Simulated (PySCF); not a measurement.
CHO, SMILES [C][OH+] (connectivity only; charge and spin as stated), charge +1, multiplicity 1. Geometry optimised at PBE0-D3(BJ)/def2-TZVPD.

Calculation: PBE0-D3(BJ)/def2-TZVPD (PySCF).

Harmonic wavenumbers (cm⁻¹): 198, 198, 1987, 3450. Rotational constants (GHz): 44.89 (linear); symmetry number 1.

### Question
Work out the zero-point energy and the ideal-gas rigid-rotor harmonic-oscillator thermochemistry at 298.15 K and 1 atm.

### Answer
ZPE = ½ Σ hcν = ½ × 5833 cm⁻¹ = 34.89 kJ/mol. H − E(el) = 46.53 kJ/mol. Entropy in J/(mol K): translation 150.75, rotation 49.31, vibration 17.99, total 218.04. G − E(el) = -18.48 kJ/mol. Cp = 44.57 J/(mol K).
